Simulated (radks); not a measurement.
The mean radii <r> (bohr) of the occupied orbitals of an atom or ion are listed with their occupations. Method: scalar-relativistic Kohn-Sham, Slater X-alpha with alpha = 0.779, spin-unpolarised, spherical densities, finite nucleus; Fermi nuclear charge, rms radius of each element as measured or else 0.836 A^(1/3) + 0.57 fm; computed with a radial shooting solver on a logarithmic mesh with Libxc functionals.

| orbital | occ. | <r> |
|---|---|---|
| 1s | 2 | 0.01932 |
| 2s | 2 | 0.08180 |
| 2p | 6 | 0.07284 |
| 3s | 2 | 0.2124 |
| 3p | 6 | 0.2120 |
| 3d | 10 | 0.1920 |
| 4s | 2 | 0.4772 |
| 4p | 6 | 0.5068 |
| 4d | 10 | 0.5457 |
| 5s | 2 | 1.161 |
| 5p | 6 | 1.369 |
| 4f | 14 | 0.7068 |
| 6s | 1 | 3.012 |

Name the element and its charge.

Answer. Z = 71, lutetium, charge +2: Lu2+ in [Xe] 4f14 6s1. The 1s radius gives Z: for a bare nucleus <r> = (2 gamma + 1)/(2Z) with gamma = sqrt(1 - (Z/c)^2), 0.01909 bohr for Z = 71, and screening makes it slightly larger (0.01932 here). The occupations add up to 69, and the charge is Z minus that.
